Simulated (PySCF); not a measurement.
CH₄BClO.
Atom-mapped SMILES: `[CH3:1][O:2][BH:3][Cl:4]` (hydrogens: H5, H6, H7 on C1; H8 on B3)

Computed with PySCF at PBE0/pcSseg-1 and B3LYP/def2-SVPD, non-relativistic, on one gas-phase PBE0-D3(BJ)/def2-SVP geometry that isn't relaxed in the solvent. The solvent is an IEF-PCM continuum (van der Waals radii × 1.2). Only the electrostatic response of the medium enters.

Gas phase at PBE0/pcSseg-1: HOMO -8.92 eV, LUMO -0.22 eV, dipole 1.92 D.

**Question.** What does the continuum do to the energy, the frontier levels and the dipole at PBE0/pcSseg-1 in chloroform and acetone?

**Answer.** 
```csv
solvent,ε,E(solvent) − E(gas) (kcal/mol),polarisation term (kcal/mol),distortion of the solute (kcal/mol),HOMO (eV),LUMO (eV),dipole (D)
chloroform,4.711,-1.67,-1.81,0.14,-8.97,-0.21,2.20
acetone,20.49,-2.19,-2.43,0.24,-8.99,-0.21,2.28
```

Polarisation term: ½ Σ q·V over the induced surface charges. Distortion: the rise of the solute's own energy as its density leaves the gas-phase optimum. From chloroform to acetone the lowering changes by a factor 1.31, Onsager's factor (ε − 1)/(2ε + 1) by 1.30 and ε itself by 4.3.

**Question.** Which radius a makes the point-dipole formula ΔE = −[(ε − 1)/(2ε + 1)]·μ²/a³ give the value in acetone, with the gas-phase dipole?

**Answer.** μ = 0.757 au and |ΔE| = 0.00350 Eh give a = 2.24 Å; the farthest nucleus lies 2.49 Å from the centroid of the nuclei, so such a sphere wouldn't even hold the nuclei. The formula assumes a rigid point dipole at the centre of a sphere.

**Question.** Which Mulliken charges (PBE0/pcSseg-1) respond most in acetone (means over atoms taken as equivalent)?

**Answer.** 
```
   atoms             environment  gas (e)  solvent (e)  change
     Cl4    chlorine bonded to B   -0.262       -0.282  -0.020
      O2      boron-bound oxygen   -0.460       -0.472  -0.012
H5/H6/H7         methyl hydrogen   +0.126       +0.135  +0.009
      B3  three-coordinate boron   +0.371       +0.377  +0.006
      C1          methoxy carbon   -0.046       -0.052  -0.006
      H8            B–H hydrogen   +0.021       +0.022  +0.001
```

**Question.** Which Mayer bond orders change most in acetone?

**Answer.** 
```tsv
bond	length (Å)	gas	solvent	change
B3–Cl4	1.773	1.044	1.022	-0.022
C1–O2	1.408	0.867	0.851	-0.016
O2–B3	1.333	1.294	1.309	+0.015
C1–H6	1.100	0.966	0.963	-0.003
C1–H7	1.100	0.966	0.963	-0.003
C1–H5	1.100	0.960	0.961	+0.001
B3–H8	1.203	0.960	0.960	0.000
```

Gas phase at B3LYP/def2-SVPD: HOMO -8.69 eV, LUMO -0.57 eV, dipole 1.75 D.

**Question.** What does the continuum do to the energy, the frontier levels and the dipole at B3LYP/def2-SVPD in acetone?

**Answer.** 
```csv
solvent,ε,E(solvent) − E(gas) (kcal/mol),polarisation term (kcal/mol),distortion of the solute (kcal/mol),HOMO (eV),LUMO (eV),dipole (D)
acetone,20.49,-1.92,-2.17,0.25,-8.73,-0.55,2.16
```

**Question.** How does the static polarisability (B3LYP/def2-SVPD, frozen core, with the continuum's full static response) change?

**Answer.** 
```tsv
medium	isotropic (au)	principal values (au)	⟨r²⟩ of the electrons (bohr²)
gas	46.1	36.8, 46.3, 55.0	412.1
acetone	58.6	47.5, 59.5, 68.7	412.0
```

The isotropic value in acetone is 1.27 times the gas-phase one; no cavity-field correction is applied. ⟨r²⟩ is taken about the centre of nuclear charge.

Conformer computed: `[CH3:1][O:2][BH:3][Cl:4]`: C1–O2–B3–Cl4 0°.
